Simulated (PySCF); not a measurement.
PySCF input file for Be(SMe)(SeH) (CH4BeSSe), SMILES [Be]([SeH])[S]C, PBE0/pcSseg-1. The structure is a stationary point at TPSSh-D3(BJ)/def2-SVP. The structure was generated by enumeration; whether it is a known compound was not checked. The values are those of a single conformer.

```python
import numpy as np
from pyscf import gto, scf, dft
from pyscf.prop.nmr import rks as nmr

mol = gto.M(
    atom='''
    Be    0.19165394   -0.25123337   -0.25659571
    S    -0.19143831   -1.43159969   -1.69756077
    C    -2.03252918   -1.30624597   -1.82837562
    H    -2.51673551   -1.71050205   -0.93003552
    H    -2.31998108   -1.91393622   -2.69636887
    H    -2.34861743   -0.26862191   -1.99616174
    Se    0.62321596    1.04891951    1.25068724
    H     0.48756393   -0.02219878    2.25680902
    ''',
    basis='pcSseg-1',
    charge=0,
    spin=0,
    max_memory=1600,
    verbose=3,
)
mf = dft.RKS(mol, xc='pbe0')
mf.grids.level = 3
mf.conv_tol = 1e-10
mf.max_cycle = 100
mf.kernel()
n = nmr.NMR(mf)
n.verbose = 2
n.max_cycle_cphf = 60
sigma = n.kernel()
print('atom   isotropic/ppm   span/ppm')
for i, s in enumerate(sigma):
    w = np.linalg.eigvalsh((s + s.T) / 2)
    print(f'{mol.atom_symbol(i):2s}{i + 1:3d} {w.mean():14.3f} {w[2] - w[0]:11.3f}')
```

Log of the run:

```
converged SCF energy = -2854.2939478357
atom   isotropic/ppm   span/ppm
Be  1         80.087     108.968
S   2        627.364     247.726
C   3        173.111      25.200
H   4         29.005      13.136
H   5         29.306      14.182
H   6         28.986      13.100
Se  7       2189.738     372.519
H   8         30.532      22.830
```

Self-consistency was reached.

Cost: around 30 core-seconds (rough).
